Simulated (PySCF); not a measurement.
H₅PSi, SMILES [SiH3]P. Atoms are numbered in the order given.

```xyz
7

Si    -1.0894    -0.0065     0.0000
P      1.1620     0.1188     0.0000
H     -1.5898     0.6973     1.2093
H     -1.5898     0.6973    -1.2093
H     -1.6126    -1.3978     0.0000
H      1.3065    -0.8446     1.0343
H      1.3065    -0.8446    -1.0343
```

Geometry: PBE0-D3(BJ)/def2-TZVP.

Vertical ionisation energy (IE) and electron affinity (EA) in eV. Rows of orbital energies are one-electron estimates. Where ΔSCF, EOM or ADC give a negative EA the extra electron is unbound and the value depends on the basis.

```
level                                                 IE          EA
--------------------------------------------  ----------  ----------
−ε(HOMO), −ε(LUMO), B3LYP/def2-TZVPD (PySCF)        7.43        0.29
ADC(2)/aug-cc-pVDZ (PySCF)                    (withheld)  (withheld)
```

Question: Fill in the missing entries. (An estimate is asked for; the answer gives what the named calculation found.)

Answer: 
- ADC(2)/aug-cc-pVDZ (PySCF), IE: 9.57
- ADC(2)/aug-cc-pVDZ (PySCF), EA: -0.63

Question: Beyond the first one, list the lowest photoelectron lines from ADC(2)/aug-cc-pVDZ (PySCF 2.14.0) with their pole strengths (two spins summed). (An estimate is asked for; the answer gives what the named calculation found.)

Answer: 11.28 eV (1.82), 12.22 eV (1.83), 12.73 eV (1.82), 13.60 eV (1.81), 17.62 eV (1.76).
